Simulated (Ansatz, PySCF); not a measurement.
Species: InI₂, charge 0, doublet. InI2 (SMILES [I][In][I], doublet).
B3LYP-D3(BJ)/def2-TZVP minimum from Ansatz (a first-principles code):
```
In
I 1 2.7582
I 1 2.7582 2 122.69
```
Charge 0, spin multiplicity 2.

Atomisation energy term by term, kcal/mol (programs: Ansatz). Radicals and triplets start from unrestricted determinants; spin-orbit coupling is neglected. Correlated methods leave the cores frozen (noble-gas shells, and filled d and f shells in the p block). Past Kr the def2 sets carry scalar-relativistic core potentials. CBS(X,Y): correlation extrapolated as X^-3, Hartree-Fock from the larger set. A bracket is a step between two methods taken in the basis named. Where a partner has so few electrons that a lower coupled-cluster level is exact, that level stands in. Spin-orbit terms, left out, reach several kcal/mol for Br and I, and more for heavier atoms. The spin of I2In ([I][In][I], doublet) was assumed, and the state is the lowest solution found for it.

| term | basis | kcal/mol |
|---|---|---|
| Hartree-Fock | def2-QZVPP | 79.03 |
| CCSD correlation | CBS(def2-TZVPP,def2-QZVPP) | 31.66 |
| (T) | CBS(def2-TZVPP,def2-QZVPP) | 5.29 |
| CCSDT(Q) - CCSD(T) | def2-SVP | 0.55 |
| minus zero-point energy | harmonic, PySCF's Hessian at B3LYP-D3(BJ)/def2-TZVP | -0.52 |
| sum: D0 |  | 116.0 |
